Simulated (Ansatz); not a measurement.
CH6Cl2GaN, SMILES `[CH3][Ga-]([NH3+])([Cl])[Cl]`. The species carries charge 0 and has multiplicity 1. Geometry: relaxed with PBE0-D4/def2-TZVP. It is one conformer, not always the lowest.

```xyz
11

C     1.198    0.821    1.013
Ga   -0.578    0.201    0.475
N    -0.416   -0.885   -1.319
Cl   -1.532   -1.410    1.606
Cl   -2.025    1.651   -0.292
H     1.122    1.389    1.941
H     1.869   -0.023    1.187
H     1.630    1.473    0.251
H    -1.359   -1.184   -1.545
H    -0.072   -0.321   -2.089
H     0.163   -1.713   -1.227
```

Question: What is the dipole moment at ωB97M-V/def2-TZVPP? (Best estimate.)

Answer: Ansatz gave: 6.02 D, with components (3.38, -2.22, -4.46) D in this frame, pointing from negative to positive charge.

Question: And with PBE, r2SCAN, B3LYP? (Estimate.)

Answer: Ansatz gave: PBE 5.93 D, r2SCAN 6.07 D, B3LYP 6.01 D.

Question: Give the Mulliken charges with ωB97M-V, r2SCAN, PBE in def2-TZVPP. (An estimate is asked.)

Answer: The calculation gave: 
```
atom  ωB97M-V  r2SCAN    PBE
  C1    -0.49   -0.32  -0.38
 Ga2     0.50    0.51   0.42
  N3    -0.19   -0.21  -0.23
 Cl4    -0.34   -0.37  -0.34
 Cl5    -0.34   -0.37  -0.34
  H6     0.13    0.08   0.11
  H7     0.12    0.07   0.10
  H8     0.12    0.07   0.10
  H9     0.18    0.19   0.20
 H10     0.16    0.17   0.19
 H11     0.16    0.17   0.19
```

B3LYP here is the variant with VWN-RPA as its local correlation; programs differ in this.
